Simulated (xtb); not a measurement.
xtb input for acetate (C₂H₃O₂), SMILES CC(=O)[O-], charge -1, GFN2-xTB. 

```
$ xtb mol.xyz --gfn 2 --ohess tight --chrg -1 --uhf 0 --json
$ cat mol.xyz
7

C     -0.62890000    -0.06710000    -0.00390000
C      0.89710000     0.15410000    -0.02260000
O      1.57560000    -0.97900000    -0.12930000
O      1.33340000     1.30430000     0.09160000
H     -1.08550000     0.28690000     0.94420000
H     -0.90900000    -1.15490000    -0.11280000
H     -1.12420000     0.47460000    -0.78970000
```

Program output:

```
[banner left out]
          |                Calculation Setup                |
           -------------------------------------------------



           -------------------------------------------------
          |                 G F N 2 - x T B                 |
           -------------------------------------------------

        Reference                      10.1021/acs.jctc.8b01176
      * Hamiltonian:
        H0-scaling (s, p, d)           1.850000    2.230000    2.230000
        zeta-weighting                 0.500000
      * Dispersion:
        s8                             2.700000
        a1                             0.520000
        a2                             5.000000
        s9                             5.000000
      * Repulsion:
        kExp                           1.500000    1.000000
        rExp                           1.000000
      * Coulomb:
        alpha                          2.000000
        third order                    shell-resolved
        anisotropic                    true
        a3                             3.000000
        a5                             4.000000
        cn-shift                       1.200000
        cn-exp                         4.000000
        max-rad                        5.000000


          ...................................................
          :                      SETUP                      :
          :.................................................:
          :  # basis functions                  19          :
          :  # atomic orbitals                  19          :
          :  # shells                           11          :
          :  # electrons                        24          :
          :  max. iterations                   250          :
          :  Hamiltonian                  GFN2-xTB          :
          :  restarted?                      false          :
          :  GBSA solvation                  false          :
          :  PC potential                    false          :
          :  electronic temp.          300.0000000     K    :
          :  accuracy                    1.0000000          :
          :  -> integral cutoff          0.2500000E+02      :
          :  -> integral neglect         0.1000000E-07      :
          :  -> SCF convergence          0.1000000E-05 Eh   :
          :  -> wf. convergence          0.1000000E-03 e    :
          :  Broyden damping             0.4000000          :
          :  net charge                         -1          :
          :  unpaired electrons                  0          :
          ...................................................

 iter      E             dE          RMSdq      gap      omega  full diag
   1    -14.1819011 -0.141819E+02  0.596E+00    5.65       0.0  T
   2    -14.2525577 -0.706566E-01  0.245E+00    4.43       1.0  T
   3    -14.2574163 -0.485856E-02  0.162E+00    4.94       1.0  T
   4    -14.2594441 -0.202778E-02  0.314E-01    4.64       1.0  T
   5    -14.2597454 -0.301323E-03  0.128E-01    4.73       1.0  T
   6    -14.2597477 -0.228080E-05  0.334E-02    4.73       1.1  T
   7    -14.2597490 -0.129742E-05  0.760E-03    4.73       5.0  T
   8    -14.2597490 -0.604286E-07  0.235E-03    4.73      16.1  T
   9    -14.2597491 -0.268381E-07  0.801E-04    4.73      47.2  T
  10    -14.2597491 -0.223362E-08  0.142E-04    4.73     266.5  T

   *** convergence criteria satisfied after 10 iterations ***

         #    Occupation            Energy/Eh            Energy/eV
      -------------------------------------------------------------
         1        2.0000           -0.4609977             -12.5444
       ...           ...                  ...                  ...
         6        2.0000           -0.3083396              -8.3903
         7        2.0000           -0.3060029              -8.3268
         8        2.0000           -0.2714194              -7.3857
         9        2.0000           -0.2656081              -7.2276
        10        2.0000           -0.1778611              -4.8398
        11        2.0000           -0.1722364              -4.6868
        12        2.0000           -0.1525447              -4.1510 (HOMO)
        13                          0.0211811               0.5764 (LUMO)
        14                          0.2887126               7.8563
        15                          0.3187072               8.6725
        16                          0.3480104               9.4698
        17                          0.3934817              10.7072
       ...                                ...                  ...
        19                          0.8084943              22.0003
      -------------------------------------------------------------
                  HL-Gap            0.1737257 Eh            4.7273 eV
             Fermi-level           -0.0656818 Eh           -1.7873 eV

 SCC (total)                   0 d,  0 h,  0 min,  0.006 sec
[...]
     5   1 H        0.925    -0.010     3.239     2.814
     6   1 H        0.925    -0.009     3.212     2.803
     7   1 H        0.925    -0.010     3.233     2.812

 Mol. C6AA /au·bohr⁶  :        620.319526
 Mol. C8AA /au·bohr⁸  :      13158.497031
 Mol. α(0) /au        :         36.474094


Wiberg/Mayer (AO) data.
largest (>0.10) Wiberg bond orders for each atom

 ---------------------------------------------------------------------------
     #   Z sym  total        # sym  WBO       # sym  WBO       # sym  WBO
 ---------------------------------------------------------------------------
     1   6 C    3.969 --     6 H    0.993     7 H    0.987     5 H    0.986
                             2 C    0.884
     2   6 C    3.945 --     3 O    1.529     4 O    1.527     1 C    0.884
     3   8 O    1.834 --     2 C    1.529     4 O    0.230
     4   8 O    1.831 --     2 C    1.527     3 O    0.230
     5   1 H    1.000 --     1 C    0.986
     6   1 H    1.000 --     1 C    0.993
     7   1 H    1.000 --     1 C    0.987
 ---------------------------------------------------------------------------

Topologies differ in total number of bonds
Writing topology from bond orders to xtbtopo.mol

molecular dipole:
                 x           y           z       tot (Debye)
 q only:       -2.458      -0.308       0.034
   full:       -2.803      -0.337       0.041       7.177
molecular quadrupole (traceless):
                xx          xy          yy          xz          yz          zz
 q only:       -5.529      -0.505      -1.276       0.243      -0.584       6.805
  q+dip:       -5.844      -0.453      -2.319       0.278      -0.763       8.163
   full:       -6.213      -0.452      -2.547       0.298      -0.824       8.760

           -------------------------------------------------
          |                Geometry Summary                 |
           -------------------------------------------------

      molecular mass/u    :       59.0441039
   center of mass at/Å    :        0.7804879       0.0943255      -0.0131615
  moments of inertia/u·Å² :        0.4318769E+02   0.5139768E+02   0.9143349E+02
rotational constants/cm⁻¹ :        0.3903342E+00   0.3279843E+00   0.1843704E+00

 * 5 selected distances

     #   Z          #   Z                                           value/Å
     2   6 C        3   8 O                                       1.2393975
     2   6 C        4   8 O                                       1.2394942 (max)
     1   6 C        5   1 H                                       1.0899531
     1   6 C        6   1 H                                       1.0890781 (min)
     1   6 C        7   1 H                                       1.0896008

 * 2 distinct bonds (by element types)

   Z      Z             #   av. dist./Å        max./Å        min./Å
   1 H    6 C           3     1.0895440     1.0899531     1.0890781
   6 C    8 O           2     1.2394458     1.2394942     1.2393975

           -------------------------------------------------
          |               Frequency Printout                |
           -------------------------------------------------
 projected vibrational frequencies (cm⁻¹)
eigval :       -0.00    -0.00    -0.00     0.00     0.00     0.00
eigval :       19.12   420.78   588.68   604.71   826.90   950.75
eigval :      968.56  1315.99  1321.49  1495.46  1496.87  1772.64
eigval :     2987.00  2993.27  2997.82
 reduced masses (amu)
   1: 13.82   2: 13.83   3: 14.39   4: 11.62   5: 14.69   6: 10.99   7:  2.12   8: 10.41
Molecule has no symmetry elements
It seems to be the C1 point group
   9:  8.52  10: 12.97  11: 12.58  12:  6.71  13:  5.25  14:  7.97  15:  9.62  16:  1.67
  17:  1.71  18: 13.12  19:  1.92  20:  1.46  21:  1.74
 IR intensities (km·mol⁻¹)
   1: 16.51   2: 16.71   3:  9.42   4:  2.25   5: 16.53   6:  2.99   7:  0.04   8:  0.11
   9: 22.29  10:  9.00  11:173.53  12: 50.37  13:  1.38  14:126.45  15:227.04  16:  0.35
  17:  0.34  18:715.99  19:103.10  20: 58.69  21: 91.08
 Raman intensities (Ä⁴*amu⁻¹)
   1:  0.00   2:  0.00   3:  0.00   4:  0.00   5:  0.00   6:  0.00   7:  0.00   8:  0.00
   9:  0.00  10:  0.00  11:  0.00  12:  0.00  13:  0.00  14:  0.00  15:  0.00  16:  0.00
  17:  0.00  18:  0.00  19:  0.00  20:  0.00  21:  0.00
 output can be read by thermo (or use thermo option).
 writing <g98.out> molden fake output.
 recommended (thermochemical) frequency scaling factor: 1.0
           -------------------------------------------------
          |             Thermodynamic Functions             |
           -------------------------------------------------

c1  symmetry found (for desy threshold:  0.10E+00) used in thermo

          ...................................................
          :                      SETUP                      :
          :.................................................:
          :  # frequencies                          15      :
          :  # imaginary freq.                       0      :
          :  linear?                             false      :
          :  only rotor calc.                    false      :
          :  symmetry                               c1      :
          :  rotational number                       1      :
          :  scaling factor                  1.0000000      :
          :  rotor cutoff                   50.0000000 cm⁻¹ :
          :  imag. cutoff                  -20.0000000 cm⁻¹ :
          :.................................................:

    mode    ω/cm⁻¹     T·S(HO)/kcal·mol⁻¹    T·S(FR)/kcal·mol⁻¹   T·S(vib)
   ------------------------------------------------------------------------
       1     19.12    -2.00450 (  2.10%)    -1.33708 ( 97.90%)    -1.35107
   ------------------------------------------------------------------------

   temp. (K)  partition function   enthalpy   heat capacity  entropy
                                   cal/mol     cal/K/mol   cal/K/mol   J/K/mol
 298.15  VIB   15.3                 1069.333      6.431      6.817
         ROT  0.344E+05              888.752      2.981     23.740
         INT  0.527E+06             1958.085      9.412     30.557
         TR   0.439E+27             1481.254      4.968     38.130
         TOT                        3439.3391    14.3798    68.6876   287.3890

       T/K    H(0)-H(T)+PV         H(T)/Eh          T*S/Eh         G(T)/Eh
   ------------------------------------------------------------------------
    298.15    0.548094E-02    0.527759E-01    0.326357E-01    0.201401E-01
   ------------------------------------------------------------------------

         :::::::::::::::::::::::::::::::::::::::::::::::::::::
         ::                  THERMODYNAMIC                  ::
         :::::::::::::::::::::::::::::::::::::::::::::::::::::
         :: total free energy         -14.146015734732 Eh   ::
         ::.................................................::
         :: total energy              -14.166155882477 Eh   ::
         :: zero point energy           0.047294917091 Eh   ::
         :: G(RRHO) w/o ZPVE           -0.027154769346 Eh   ::
         :: G(RRHO) contrib.            0.020140147745 Eh   ::
         :::::::::::::::::::::::::::::::::::::::::::::::::::::

optimized geometry written to: xtbopt.xyz


           -------------------------------------------------
          | TOTAL ENERGY              -14.166155882477 Eh   |
          | TOTAL ENTHALPY            -14.113380029590 Eh   |
          | TOTAL FREE ENERGY         -14.146015734732 Eh   |
          | GRADIENT NORM               0.000263518008 Eh/α |
          | HOMO-LUMO GAP               5.334288337920 eV   |
           -------------------------------------------------
Note: The following floating-point exceptions are signalling: IEEE_DENORMAL
normal termination of xtb

------------------------------------------------------------------------
------------------------------------------------------------------------
 total:
 SCF:
 ANC optimizer:
 analytical hessian:
```

Self-consistency was reached.

Cost: roughly 0.26 core-seconds.
